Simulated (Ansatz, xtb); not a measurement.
Relative energy of two structures of H6In2S2

Structure X is a singlet given by its coordinates and structure Y is `[SH+]1[InH2-][SH+][InH2-]1`, a singlet. Both are isolated molecules in the gas phase, relaxed with PBE0-D4/def2-SVP.

X (Å):

```
atom    x (Å)    y (Å)    z (Å)
  In  -0.4371  -0.2038  -0.5313
  In  -0.2904   2.9576  -0.9841
   S  -2.6786  -1.0007  -0.9292
   S   0.3435   1.0613  -2.6928
   H  -3.1131   0.1937  -1.3896
   H   0.8649  -1.0610   0.1719
   H   1.6558   1.0355  -2.3665
   H   1.1685   3.6927  -0.4734
   H  -1.8485   3.4835  -1.4582
   H  -0.6229   1.5267   0.2982
```

Close contacts (Å): In1–In2 3.20, In1–S3 2.41, In1–S4 2.62, In2–S4 2.63, In1–H6 1.71, In1–H10 1.93, In2–H8 1.71, In2–H9 1.71, In2–H10 1.95, S3–H5 1.35, S4–H7 1.35.

Y (Å):

```yaml
atoms:
  - { symbol: In, position_ang: [1.4498, -1.0805, -0.4211] }
  - { symbol: In, position_ang: [-0.9538, 1.4102, 0.6945] }
  - { symbol: S, position_ang: [0.3226, 0.9975, -1.5617] }
  - { symbol: S, position_ang: [-0.1597, -0.9042, 1.6449] }
  - { symbol: H, position_ang: [-0.6750, 0.2979, -2.1466] }
  - { symbol: H, position_ang: [2.9561, -0.4985, 0.1517] }
  - { symbol: H, position_ang: [0.9326, -2.4541, -1.3125] }
  - { symbol: H, position_ang: [-1.1618, -1.6211, 1.0892] }
  - { symbol: H, position_ang: [-2.6245, 1.2331, 0.3392] }
  - { symbol: H, position_ang: [-0.0031, 2.5683, 1.5255] }
```

Question: Estimate which is lower in electronic energy at CCSD(T)/def2-SVP + ΔMP2/def2-TZVPP, and by roughly how much.

Answer: The CCSD(T)/def2-SVP + ΔMP2/def2-TZVPP calculation puts structure Y lower, by 9.9 kcal/mol.

Level by level:

```json
{"level": "PBE0-D4/def2-SVP", "geometry": "PBE0-D4/def2-SVP", "E(Y) − E(X) (kcal/mol)": "−13.2", "departure from the last row (kcal/mol)": "−3.3", "job, with rough time for the two": "optimisation, 78 s"}
{"level": "HF/def2-SVP", "geometry": "PBE0-D4/def2-SVP", "E(Y) − E(X) (kcal/mol)": "−13.6", "departure from the last row (kcal/mol)": "−3.6", "job, with rough time for the two": "part of the CCSD(T) run"}
{"level": "MP2/def2-SVP", "geometry": "PBE0-D4/def2-SVP", "E(Y) − E(X) (kcal/mol)": "−13.4", "departure from the last row (kcal/mol)": "−3.5", "job, with rough time for the two": "part of the CCSD(T) run"}
{"level": "CCSD(T)/def2-SVP", "geometry": "PBE0-D4/def2-SVP", "E(Y) − E(X) (kcal/mol)": "−12.8", "departure from the last row (kcal/mol)": "−2.9", "job, with rough time for the two": "single point"}
{"level": "CCSD(T)/def2-SVP + ΔMP2/def2-TZVPP", "geometry": "PBE0-D4/def2-SVP", "E(Y) − E(X) (kcal/mol)": "−9.9", "departure from the last row (kcal/mol)": "", "job, with rough time for the two": "single point, 52 s"}
```

The levels shown agree on the order. The largest departure from CCSD(T)/def2-SVP + ΔMP2/def2-TZVPP is that of HF/def2-SVP, 3.6 kcal/mol. Levels run at GFN2-xTB geometries aren't shown. The last row adds to CCSD(T) the change of the MP2 difference between the two basis sets, here +2.9 kcal/mol.

With thermal terms from frequencies at re-optimised GFN2-xTB minima (ideal gas, soft modes damped towards free rotors, one conformer each, 298.15 K, 1 atm): on the last row, ΔE + ΔZPE = −8.9, ΔH = −9.1, ΔG = −7.7 kcal/mol.

The correlated steps freeze 18 core orbitals; the filled d shell of In is correlated, in a basis made for valence electrons. Atoms past krypton carry core potentials in the def2 sets and no spin–orbit term is included. Run with Ansatz 0.2.0, xtb 6.7.1; the last row on 2 threads of Intel(R) Xeon(R) Platinum 8488C (Sapphire Rapids) on a shared host.
